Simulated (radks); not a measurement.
Ar XI, 8 electrons, occupied as [He] 2s1 2p(1/2: 2, 3/2: 3) (not the ground configuration). Method: Dirac Kohn-Sham, relativistic LDA (MacDonald-Vosko exchange, VWN5 correlation), spin-unpolarised, spherical densities, finite nucleus; Fermi nuclear charge, rms radius 3.4274 fm; computed with a radial shooting solver on a logarithmic mesh with Libxc functionals.

Unscreened Slater integrals over Kohn-Sham orbitals (eV). Large and small components are both included.

| integral | value |
|---|---|
| F0(2p3/2,2p3/2) | 70.879 |
| F2(2p3/2,2p3/2) | 33.437 |
| F0(2p3/2,2p1/2) | 71.089 |
| G2(2p3/2,2p1/2) | 33.432 |
| F0(2p3/2,2s1/2) | 65.784 |
| G1(2p3/2,2s1/2) | 38.270 |
| F0(2p3/2,1s1/2) | 97.374 |
| G1(2p3/2,1s1/2) | 15.768 |
| F0(2p1/2,2p1/2) | 71.300 |
| F0(2p1/2,2s1/2) | 65.942 |
| G1(2p1/2,2s1/2) | 38.224 |
| F0(2p1/2,1s1/2) | 98.054 |
| G1(2p1/2,1s1/2) | 15.911 |
| F0(2s1/2,2s1/2) | 62.462 |
| F0(2s1/2,1s1/2) | 87.806 |
| G0(2s1/2,1s1/2) | 7.9743 |
| F0(1s1/2,1s1/2) | 298.21 |
